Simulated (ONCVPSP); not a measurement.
Reading a pseudo-wave (Ga (Z = 31))

Columns: radius, all-electron u(r) and pseudo u(r) of the 3d shell (level -19.04 eV) of gallium in the configuration [Ne] 3s2 3p6 3d10 4s2 4p1; BLYP, scalar-relativistic, ONCV scheme, ONCVPSP 4.0.1.

```tsv
r (bohr)	all-electron	pseudo
0.057	0.0398	0.0085
0.115	0.1922	0.0640
0.172	0.4021	0.1911
0.230	0.6169	0.3901
0.288	0.7986	0.6275
0.345	0.9330	0.8532
0.402	1.0234	1.0321
0.460	1.0757	1.1441
0.518	1.0952	1.1842
0.575	1.0902	1.1699
0.632	1.0681	1.1242
0.690	1.0335	1.0648
0.747	0.9920	1.0057
0.805	0.9451	0.9493
0.862	0.8968	0.8974
0.920	0.8470	0.8468
0.977	0.7984	0.7982
1.035	0.7501	0.7500
1.092	0.7043	0.7042
1.150	0.6596	0.6595
1.208	0.6171	0.6170
1.265	0.5776	0.5775
1.322	0.5402	0.5401
1.380	0.5044	0.5043
1.438	0.4707	0.4706
1.495	0.4397	0.4396
```

Q: How many radial nodes do the two functions have?

A: The all-electron 3d function has n − l − 1 = 0; the pseudo-wave has 0.

Q: At about which radius was the pseudo-wave matched?

A: 0.95 bohr, where the columns begin to agree (steps of 0.06 bohr).

Q: Where does each function peak?

A: Outermost all-electron maximum near 0.52 bohr, pseudo maximum near 0.52 bohr (to the table’s step).

Q: Is the pseudo-wave norm-conserving?

A: Yes: the ONCV scheme keeps the norm inside the radius equal to the all-electron one, which fixes the energy derivative of the logarithmic derivative at the level.
